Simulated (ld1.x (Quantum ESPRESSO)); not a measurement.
**Before and after: TM potential for Co**

cobalt, norm-conserving Troullier–Martins (Kleinman–Bylander form), made with ld1.x (Quantum ESPRESSO) 7.5 (BP86, non-relativistic). Core [Ne] 3s2, reference 3p6 3d7 4s1 4p0 (charge +1). Waves: 3p (bound): rc 0.80 bohr; 3d (bound): rc 1.75 bohr; 4s (bound): rc 2.30 bohr. Local part: the s channel. Core correction: none.

Change: all radii scaled by about 1.06 (s 2.44, p 0.86, d 1.86 bohr).

Cutoffs: the cutoffs (Ry, on a coarse ladder) from which the occupation-weighted sum of valence levels, in a spherical-Bessel basis at the reference potential, stays within 10 and 1 mRy of its value at 400 Ry; they do not see the model core or the augmentation charge, which bear on the density cutoff. Errors are all-electron minus pseudo energies relative to the spin-unpolarised reference configuration.

How do hardness, ghosts and transferability respond?

The potential gets softer (160 Ry and 300 Ry → 140 Ry and 260 Ry); of the 7 tests that both files solve, the error grows in 0 and shrinks in 3 by more than 15 % and 0.3 meV (median size 193.5 → 181.6 meV); neither file shows a bound ghost at the reference potential, the only one tested. A larger radius leaves more room for a smooth pseudo-wave, so fewer plane waves are needed. That the errors move this way runs against the usual rule that smaller radii transfer better.

```csv
quantity,base,changed
"cutoff, loose",160 Ry,140 Ry
"cutoff, tight",300 Ry,260 Ry
loose cutoff by channel (10 mRy a level),"p 120 Ry, d 80 Ry, s 8 Ry","p 100 Ry, d 70 Ry, s 8 Ry"
bound ghosts,none,none
"error for 3p6 3d7 4s2 4p0, meV [ΔE -9.07 eV]",-1.9,0.0
"error for 3p6 3d7 4s0 4p0, meV [ΔE 16.63 eV]",-8.7,-7.4
"error for 3p6 3d6 4s0 4p0, meV [ΔE 52.80 eV]",-194,-182
"error for 3p5 3d7 4s2 4p0, meV [ΔE 64.07 eV]",-802,-851
"error for 3p6 3d5 4s0 4p0, meV [ΔE 108.53 eV]",-593,-381
"error for 3p6 3d7 4s0 4p2, meV [ΔE -0.34 eV]",-1584,-1587
"error for 3p6 3d6 4s2 4p0, meV [ΔE 6.61 eV]",-183,-93
```

Base: These tests converged, but a pseudo level misses the all-electron one widely, so the file describes the atom poorly there or has found another state: 3p6 3d6 4s0 4p0: empty 4p by 3.0 eV; 3p6 3d5 4s0 4p0: empty 4p by 4.7 eV (a node warning on the way). Changed file: These tests converged, but a pseudo level misses the all-electron one widely, so the file describes the atom poorly there or has found another state: 3p6 3d6 4s0 4p0: empty 4p by 3.1 eV (a node warning on the way); 3p6 3d5 4s0 4p0: empty 4p by 4.7 eV.
